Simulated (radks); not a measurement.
Values are calculated unless marked as measured or tabulated.
Orbital eigenvalues (eV) of the erbium ion Er3+, [Xe] 4f11, at several levels of relativity; Dirac values are averaged over j with weights 2j + 1. Spin-unpolarised spherical Kohn-Sham, LDA (Slater exchange, Perdew-Wang correlation), point nucleus unless stated (finite: rms radius 5.2516 fm), a radial shooting solver on a logarithmic mesh with Libxc functionals. A level marked "c x" has the speed of light scaled by that factor and shares open shells by 2j + 1; other Dirac levels either fill j = l - 1/2 first or share by 2j + 1.

shell,non-rel.,"Dirac, 2j+1 shares","Dirac, c x 1.25","Dirac, c x 10","change of magnitude, last against first (%)"
2p,-8252.4,-8583.3,-8454.4,-8255.3,+0.04
3s,-1948.1,-2187.6,-2093.0,-1950.2,+0.11
3p,-1771.4,-1859.8,-1825.7,-1772.2,+0.04
3d,-1441.1,-1428.0,-1433.2,-1441.0,-0.01
4s,-399.47,-457.88,-434.62,-399.97,+0.12
4p,-328.54,-349.06,-341.05,-328.72,+0.06
4d,-200.68,-198.22,-199.15,-200.66,-0.01
5s,-73.396,-82.146,-78.592,-73.468,+0.10
5p,-53.926,-55.875,-55.073,-53.942,+0.03
4f,-40.546,-35.725,-37.436,-40.497,-0.12
5d (empty),-25.904,-25.183,-25.429,-25.897,-0.03
6s (empty),-22.098,-23.644,-23.019,-22.111,+0.06
